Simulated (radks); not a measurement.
Values are calculated unless marked as measured or tabulated.
Spherical quantum dot in the effective-mass picture: electrons in a hard-walled sphere of radius 2.28, with a point charge +1 (a donor) at the centre, all in effective atomic units (hartree* = m*/eps^2 hartree, bohr* = eps/m* bohr), one dielectric constant everywhere. Level of theory: non-relativistic Kohn-Sham, exchange-only LDA, spin-polarised, spherical densities (a radial shooting solver with Libxc functionals). Levels are named by radial order and angular momentum (1s, 1p, 1d, 2s, ...), and open shells are averaged over m. Each electron was tried in the lowest free levels, single moves between levels near the top were tried too, and the lowest total energy was kept; such a search can miss a lower state. At N = 1 the Hartree and exchange-correlation terms need not cancel, so that row can carry a self-interaction error.

| N | open shells | 2S | E (hartree*) | mu = E(N) - E(N-1) (hartree*) | addition energy mu(N+1) - mu(N) (hartree*) | rms radius (bohr*) |
|---|---|---|---|---|---|---|
| 1 | 1s(up 1, down 0) | 1 | -0.196526 | -0.19653 | 0.9029 | 1.052 |
| 2 | none | 0 | 0.509830 | 0.70636 | 1.764 | 1.112 |
| 3 | 1p(up 1, down 0) | 1 | 2.97975 | 2.4699 | 0.5614 | 1.230 |
| 4 | 1p(up 2, down 0) | 2 | 6.01103 | 3.0313 | 0.5802 | 1.291 |
| 5 | 1p(up 3, down 0) | 3 | 9.62250 | 3.6115 | 0.7968 | 1.331 |
| 6 | 1p(up 3, down 1) | 2 | 14.0308 | 4.4083 | 0.5399 | 1.362 |
| 7 | 1p(up 3, down 2) | 1 | 18.9790 | 4.9482 | 0.5600 | 1.386 |
| 8 | none | 0 | 24.4872 | 5.5082 | 1.692 | 1.406 |
| 9 | 1d(up 1, down 0) | 1 | 31.6878 | 7.2006 | 0.5390 | 1.432 |
| 10 | 1d(up 2, down 0) | 2 | 39.4275 | 7.7397 | 0.5433 | 1.453 |
| 11 | 1d(up 3, down 0) | 3 | 47.7105 | 8.2830 | 0.5457 | 1.471 |
| 12 | 1d(up 4, down 0) | 4 | 56.5392 | 8.8287 | 0.5471 | 1.487 |
| 13 | 1d(up 5, down 0) | 5 | 65.9150 | 9.3758 | 0.7355 | 1.500 |
| 14 | 1d(up 5, down 1) | 4 | 76.0264 | 10.111 | 0.5287 | 1.513 |
| 15 | 1d(up 5, down 2) | 3 | 86.6665 | 10.640 | 0.5333 | 1.524 |
| 16 | 1d(up 5, down 3) | 2 | 97.8399 | 11.173 | 0.5361 | 1.534 |
| 17 | 1d(up 5, down 4) | 1 | 109.549 | 11.709 | 0.5379 | 1.543 |
| 18 | none | 0 | 121.797 | 12.247 | 1.245 | 1.551 |
| 19 | 2s(up 1, down 0) | 1 | 135.289 | 13.493 | 0.8789 | 1.546 |
| 20 | none | 0 | 149.661 | 14.372 | 0.8503 | 1.540 |
| 21 | 1f(up 1, down 0) | 1 | 164.883 | 15.222 | 0.5245 | 1.549 |
| 22 | 1f(up 2, down 0) | 2 | 180.629 | 15.746 | 0.5254 | 1.558 |
| 23 | 1f(up 3, down 0) | 3 | 196.901 | 16.272 | 0.5262 | 1.567 |
| 24 | 1f(up 4, down 0) | 4 | 213.699 | 16.798 | 0.5267 | 1.575 |
| 25 | 1f(up 5, down 0) | 5 | 231.023 | 17.325 | 0.5270 | 1.582 |
| 26 | 1f(up 6, down 0) | 6 | 248.875 | 17.852 | 0.5272 | 1.589 |
| 27 | 1f(up 7, down 0) | 7 | 267.254 | 18.379 | 0.6937 | 1.595 |
| 28 | 1f(up 7, down 1) | 6 | 286.326 | 19.072 | 0.5185 | 1.602 |
| 29 | 1f(up 7, down 2) | 5 | 305.917 | 19.591 | 0.5196 | 1.607 |
| 30 | 1f(up 7, down 3) | 4 | 326.028 | 20.111 | 0.5205 | 1.613 |
| 31 | 1f(up 7, down 4) | 3 | 346.659 | 20.631 | 0.5128 | 1.618 |
| 32 | 2s(up 1, down 0) 1f(up 7, down 6) | 2 | 367.803 | 21.144 | 0.4975 | 1.634 |
| 33 | 2s(up 1, down 0) | 1 | 389.444 | 21.641 | 0.5948 | 1.638 |
| 34 | none | 0 | 411.680 | 22.236 | 1.974 | 1.633 |
| 35 | 1g(up 1, down 0) | 1 | 435.890 | 24.210 | 0.5142 | 1.638 |
| 36 | 1g(up 2, down 0) | 2 | 460.614 | 24.724 | 0.5146 | 1.643 |
| 37 | 1g(up 3, down 0) | 3 | 485.853 | 25.239 | 0.5149 | 1.647 |
| 38 | 1g(up 4, down 0) | 4 | 511.607 | 25.754 | 0.5151 | 1.652 |
| 39 | 1g(up 5, down 0) | 5 | 537.875 | 26.269 | 0.5153 | 1.656 |
| 40 | 1g(up 6, down 0) | 6 | 564.659 | 26.784 | 0.5154 | 1.660 |
| 41 | 1g(up 7, down 0) | 7 | 591.959 | 27.299 | 0.5155 | 1.664 |
| 42 | 1g(up 8, down 0) | 8 | 619.773 | 27.815 | 0.5155 | 1.668 |
| 43 | 1g(up 9, down 0) | 9 | 648.104 | 28.330 | 0.6730 | 1.672 |
| 44 | 1g(up 9, down 1) | 8 | 677.107 | 29.003 | - | 1.676 |

All shells are closed at N = 2, 8, 18, 20, 34 (there: 1s2 1p6 1d10 2s2 1f14); the second difference of the energy has clear peaks (12 % above both neighbours; the first and last values, which can be the largest, are not judged, and half-filled shells can peak too) at N = 2, 5, 8, 13, 18, 27, 34.
